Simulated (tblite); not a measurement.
A geometry optimisation, step by step.

Species: C6H8BrF3.
Numbering: `[F:1][C@@H:2]1[CH2:3][CH2:4][C@@H:5]([F:6])[C@:7]([F:8])([Br:9])[CH2:10]1` (hydrogens: H11 on C2; H12, H13 on C3; H14, H15 on C4; H16 on C5; H17, H18 on C10)

Computed with GFN2-xTB (tblite), gas phase: L-BFGS steps from a force-field or distance-geometry start until the largest atomic force falls under 0.01 eV/Å. 8 of its 60 geometries are shown.

Step 0: E = -958.1535 eV, largest atomic force 2.222 eV/Å
```
atom  x, y, z in Å  |  force x, y, z in eV/Å
F1     -0.627    1.357    1.441   -0.919   0.131  -0.496
C2     -1.056    1.012    0.171   -0.633  -0.691  -0.789
C3     -1.408   -0.475    0.084   -0.722  -0.117   0.210
C4     -0.270   -1.204    0.748   -0.547  -1.021   1.896
C5      1.025   -0.996    0.051    0.919  -1.040  -0.198
F6      1.028   -1.817   -1.076    0.125   0.344   0.086
C7      1.292    0.429   -0.362    0.510  -0.157  -0.946
F8      2.196    0.390   -1.412   -0.051   0.226   0.449
Br9     2.139    1.346    1.114    0.555   0.166   0.189
C10     0.083    1.184   -0.811   -0.196   1.764  -0.654
H11    -1.953    1.575   -0.151    0.505   0.354   0.556
H12    -1.435   -0.781   -0.991   -0.375   0.246   0.873
H13    -2.380   -0.688    0.602    0.806   0.059  -0.534
H14    -0.495   -2.298    0.762    0.289   0.669   0.131
H15    -0.129   -0.852    1.811   -0.365  -0.409  -0.861
H16     1.866   -1.331    0.690   -0.136  -0.187  -0.341
H17    -0.235    0.893   -1.836    0.256   0.020   0.618
H18     0.349    2.262   -0.846   -0.020  -0.356  -0.188
```

Step 8: E = -958.5330 eV, largest atomic force 0.245 eV/Å
```
atom  x, y, z in Å  |  force x, y, z in eV/Å
F1     -0.770    1.388    1.406   -0.026   0.015  -0.092
C2     -1.089    1.004    0.118   -0.045  -0.113  -0.017
C3     -1.415   -0.492    0.104   -0.002  -0.027   0.049
C4     -0.269   -1.242    0.791   -0.062   0.063  -0.016
C5      1.048   -1.028    0.043   -0.081  -0.028   0.036
F6      1.031   -1.802   -1.100   -0.093   0.135  -0.038
C7      1.316    0.435   -0.377   -0.073  -0.050  -0.069
F8      2.226    0.425   -1.392    0.013   0.016   0.026
Br9     2.224    1.347    1.119    0.020  -0.023   0.061
C10     0.096    1.240   -0.822   -0.059  -0.014   0.090
H11    -1.947    1.638   -0.144    0.058  -0.136  -0.195
H12    -1.508   -0.818   -0.936   -0.021  -0.002   0.112
H13    -2.361   -0.697    0.608    0.099   0.055   0.079
H14    -0.474   -2.317    0.817    0.051   0.147  -0.053
H15    -0.171   -0.892    1.823    0.059   0.019  -0.099
H16     1.895   -1.395    0.635    0.023  -0.012  -0.051
H17    -0.197    0.911   -1.827    0.111   0.012   0.122
H18     0.357    2.300   -0.878    0.026  -0.056   0.056
```

Step 17: E = -958.6236 eV, largest atomic force 0.219 eV/Å
```
atom  x, y, z in Å  |  force x, y, z in eV/Å
F1     -0.966    1.477    1.329    0.037   0.124  -0.021
C2     -1.119    0.979    0.051   -0.025  -0.017   0.035
C3     -1.425   -0.510    0.158    0.043  -0.002   0.001
C4     -0.238   -1.226    0.806   -0.025   0.051  -0.075
C5      1.042   -1.022    0.000   -0.073   0.021   0.054
F6      0.892   -1.672   -1.208    0.006  -0.010  -0.005
C7      1.355    0.446   -0.325   -0.137  -0.088  -0.147
F8      2.256    0.464   -1.351    0.144   0.018   0.060
Br9     2.287    1.282    1.194   -0.125  -0.052   0.063
C10     0.137    1.237   -0.778   -0.054  -0.034   0.026
H11    -1.955    1.537   -0.391   -0.025  -0.030   0.040
H12    -1.625   -0.906   -0.838    0.044  -0.026   0.010
H13    -2.313   -0.659    0.776    0.031   0.039  -0.035
H14    -0.435   -2.300    0.826    0.027   0.042   0.140
H15    -0.110   -0.853    1.824    0.102  -0.064  -0.066
H16     1.904   -1.478    0.500    0.029  -0.079  -0.054
H17    -0.077    0.911   -1.802    0.036   0.096   0.007
H18     0.380    2.301   -0.783   -0.036   0.012  -0.032
```

Step 25: E = -958.6762 eV, largest atomic force 0.134 eV/Å
```
atom  x, y, z in Å  |  force x, y, z in eV/Å
F1     -1.068    1.615    1.217    0.033  -0.036   0.114
C2     -1.135    0.971    0.000    0.011   0.000  -0.001
C3     -1.407   -0.511    0.217    0.022  -0.022  -0.014
C4     -0.194   -1.217    0.820   -0.056  -0.008   0.052
C5      1.026   -1.051   -0.075   -0.064   0.043   0.109
F6      0.777   -1.620   -1.308   -0.020  -0.001   0.045
C7      1.356    0.427   -0.310   -0.096  -0.013  -0.089
F8      2.338    0.502   -1.255    0.002   0.080  -0.028
Br9     2.161    1.171    1.320   -0.047  -0.022   0.099
C10     0.153    1.238   -0.779   -0.019   0.009  -0.052
H11    -1.984    1.433   -0.519    0.037   0.054  -0.061
H12    -1.651   -0.958   -0.747    0.009  -0.029  -0.022
H13    -2.272   -0.614    0.874    0.060  -0.034   0.025
H14    -0.402   -2.280    0.930   -0.016  -0.055  -0.013
H15     0.035   -0.814    1.806   -0.005   0.069   0.014
H16     1.895   -1.571    0.345    0.062  -0.011  -0.094
H17    -0.012    0.981   -1.827   -0.008  -0.043  -0.059
H18     0.374    2.306   -0.720    0.096   0.019  -0.024
```

Step 34: E = -958.6902 eV, largest atomic force 0.043 eV/Å
```
atom  x, y, z in Å  |  force x, y, z in eV/Å
F1     -1.041    1.597    1.229    0.016  -0.009   0.014
C2     -1.128    0.974    0.000    0.006  -0.001   0.002
C3     -1.397   -0.512    0.212    0.002  -0.002   0.003
C4     -0.189   -1.214    0.829   -0.010   0.010  -0.001
C5      1.023   -1.053   -0.079   -0.024   0.018   0.019
F6      0.746   -1.633   -1.300    0.016   0.018  -0.017
C7      1.343    0.425   -0.317   -0.024  -0.014  -0.015
F8      2.341    0.529   -1.241    0.029   0.004   0.032
Br9     2.095    1.149    1.355    0.017   0.014   0.010
C10     0.149    1.239   -0.796    0.001  -0.018   0.004
H11    -1.974    1.453   -0.509   -0.006   0.001   0.006
H12    -1.635   -0.965   -0.752   -0.004   0.005  -0.001
H13    -2.258   -0.623    0.872   -0.016   0.007  -0.008
H14    -0.404   -2.276    0.949    0.020  -0.010  -0.008
H15     0.034   -0.794    1.810    0.006   0.024   0.004
H16     1.911   -1.565    0.313   -0.015  -0.020  -0.029
H17    -0.025    0.974   -1.842    0.007  -0.027   0.011
H18     0.399    2.302   -0.746   -0.021   0.003  -0.027
```

Step 42: E = -958.6931 eV, largest atomic force 0.032 eV/Å
```
atom  x, y, z in Å  |  force x, y, z in eV/Å
F1     -1.020    1.582    1.239    0.005   0.012  -0.001
C2     -1.124    0.972    0.005    0.016   0.008  -0.012
C3     -1.401   -0.513    0.210    0.011   0.007  -0.006
C4     -0.189   -1.210    0.829   -0.018  -0.001  -0.003
C5      1.020   -1.048   -0.083   -0.020   0.003   0.025
F6      0.734   -1.614   -1.309    0.010   0.024  -0.018
C7      1.345    0.430   -0.309   -0.008  -0.021  -0.006
F8      2.357    0.536   -1.218   -0.006   0.017  -0.012
Br9     2.085    1.153    1.369   -0.008   0.008   0.004
C10     0.149    1.232   -0.801    0.021  -0.021   0.009
H11    -1.971    1.461   -0.492   -0.009   0.005   0.002
H12    -1.634   -0.964   -0.755   -0.007   0.002  -0.002
H13    -2.266   -0.621    0.865    0.017  -0.017   0.002
H14    -0.393   -2.273    0.953   -0.016  -0.009   0.011
H15     0.032   -0.779    1.806    0.014  -0.013   0.002
H16     1.905   -1.575    0.296    0.004   0.004   0.005
H17    -0.028    0.939   -1.840    0.001  -0.001   0.013
H18     0.390    2.297   -0.776   -0.007  -0.006  -0.014
```

Step 51: E = -958.6937 eV, largest atomic force 0.015 eV/Å
```
atom  x, y, z in Å  |  force x, y, z in eV/Å
F1     -1.013    1.584    1.240   -0.002   0.001  -0.001
C2     -1.123    0.974    0.007    0.006   0.007  -0.003
C3     -1.400   -0.512    0.210   -0.001   0.007   0.002
C4     -0.190   -1.211    0.828   -0.003   0.000  -0.005
C5      1.020   -1.048   -0.083   -0.001  -0.003   0.006
F6      0.736   -1.603   -1.315   -0.003  -0.002   0.002
C7      1.345    0.431   -0.306   -0.002  -0.012  -0.009
F8      2.358    0.541   -1.213    0.003   0.004   0.002
Br9     2.079    1.157    1.373   -0.001   0.005   0.008
C10     0.148    1.228   -0.802    0.007  -0.004   0.001
H11    -1.970    1.464   -0.488   -0.005  -0.001   0.000
H12    -1.635   -0.960   -0.756    0.000   0.001   0.003
H13    -2.264   -0.625    0.866   -0.004   0.004   0.006
H14    -0.399   -2.274    0.954    0.005  -0.006  -0.010
H15     0.034   -0.783    1.806    0.001  -0.005  -0.002
H16     1.903   -1.576    0.294    0.009   0.001   0.003
H17    -0.028    0.926   -1.838   -0.004   0.000   0.004
H18     0.389    2.294   -0.788   -0.005   0.002  -0.007
```

Step 59: E = -958.6940 eV, largest atomic force 0.010 eV/Å
```
atom  x, y, z in Å  |  force x, y, z in eV/Å
F1     -1.012    1.591    1.240    0.002  -0.004  -0.002
C2     -1.122    0.977    0.009    0.009   0.001  -0.004
C3     -1.399   -0.509    0.214    0.000   0.003   0.000
C4     -0.190   -1.214    0.826   -0.003   0.003  -0.004
C5      1.021   -1.048   -0.083   -0.004   0.005   0.005
F6      0.739   -1.603   -1.315    0.005   0.003   0.002
C7      1.345    0.432   -0.304   -0.006  -0.003  -0.004
F8      2.360    0.544   -1.209   -0.002   0.003   0.004
Br9     2.071    1.161    1.377   -0.001  -0.005  -0.002
C10     0.148    1.226   -0.804    0.005   0.001  -0.005
H11    -1.971    1.466   -0.487    0.004  -0.004   0.001
H12    -1.638   -0.955   -0.753   -0.006  -0.002   0.003
H13    -2.261   -0.621    0.872    0.000   0.000   0.004
H14    -0.400   -2.278    0.942    0.005   0.002   0.003
H15     0.036   -0.793    1.806   -0.002  -0.007   0.000
H16     1.906   -1.575    0.295   -0.003   0.002   0.000
H17    -0.031    0.916   -1.837    0.000  -0.002  -0.004
H18     0.390    2.291   -0.799   -0.003   0.005   0.003
```

Question: Summarise the path.

Answer: The energy falls by 0.5405 eV from step 0 to step 59; nine tenths of that is first reached at step 20. It falls at every step. The largest force goes from 2.222 to 0.010 eV/Å. Among the bonds C7–Br9 changes most (a near tie, within 0.001 Å, with another), from 1.933 to 1.971 Å; the atoms move by 0.280 Å rms after alignment.

The cost below is that of the whole relaxation. On one thread, Intel Xeon at 2.50 GHz (x86_64), no GPU, shared host, this took 3.8 s wall, 1.7 s CPU.
